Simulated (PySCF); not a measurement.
## Computed properties of Al(Me)(OH)(SH) (CH5AlOS), SMILES [SH][Al]([OH])[CH3]

CH₅AlOS, SMILES [CH3][Al]([OH])[SH]. The structure is a stationary point at PBE0-D3(BJ)/def2-SVP. The values are those of a single conformer. All values are computed for the isolated molecule unless a solvent is named; none is compared with measurement here.

**Structure.** The optimised structure has Cs symmetry. All 21 harmonic modes at PBE0-D3(BJ)/def2-SVP (PySCF) are real, so it is a minimum. With heavy atoms numbered as in [Al:1]([CH3:2])([OH:6])[SH:8], the shortest bond between them is Al1–O6 at 1.706 Å and the longest Al1–S8 at 2.184 Å.

**Vibrations.** The strongest infrared lines (harmonic, unscaled, degenerate partners summed) lie at 517 cm⁻¹ (171 km/mol, H 79 %, O 17 %), 709 cm⁻¹ (139 km/mol, H 49 %, Al 23 %, C 20 %), 891 cm⁻¹ (130 km/mol, Al 45 %, O 42 %, H 11 %). The softest mode is at 37 cm⁻¹ and the zero-point energy is 36.9 kcal/mol.

**Electronic structure.** B3LYP/def2-TZVP (PySCF) places the frontier levels at -7.20 and -0.45 eV, a gap of 6.75 eV, and gives a dipole moment of 2.34 D and a mean polarisability of 59.7 bohr³.

**Excitations.** TDDFT-CAM-B3LYP/def2-SVPD (PySCF) has S1 at 6.03 eV (205 nm, f = 0.057, bright); the most intense of the 10 singlets computed lies at 6.94 eV (f = 0.26). T1 (TDA) is at 5.73 eV. No vertical singlet excitation falls in the visible range (under 3.1 eV).

**NMR.** GIAO shifts at PBE0/pcSseg-1 (PySCF) (non-relativistic, atoms alike by connectivity averaged): ¹³C at -10.6 ppm against TMS; ¹H from 0.0 to 2.5 ppm against TMS.
